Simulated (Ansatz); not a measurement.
Basis-set series for C$_{2}$H$_{10}$AlNSi, SMILES `[CH3][AlH][CH2]N[SiH3]`. Total charge 0; spin multiplicity 1. The geometry is a stationary point of PBE0-D4/def2-TZVP. It is one conformer, not always the lowest.

```tsv
functional	basis	functions	energy (Eh)	HOMO (eV)	LUMO (eV)
PBE0-D4	def2-SVP	128	-668.23764	-6.73	-0.55
PBE0-D4	def2-QZVPP	611	-668.60703	-6.86	-0.79
ωB97M-V	def2-SVP	128	-668.50579	-9.00	1.27
ωB97M-V	def2-QZVPP	611	-668.88271	-9.14	0.72
```

(1) Give the rows for def2-TZVPP. (Estimate.)

Results:

(1) Ansatz gave: 
| functional | basis | functions | energy (Eh) | HOMO (eV) | LUMO (eV) |
| --- | --- | --- | --- | --- | --- |
| PBE0-D4 | def2-TZVPP | 317 | -668.58096 | -6.83 | -0.72 |
| ωB97M-V | def2-TZVPP | 317 | -668.85806 | -9.12 | 0.97 |

Positive LUMOs are unbound and depend on the basis.
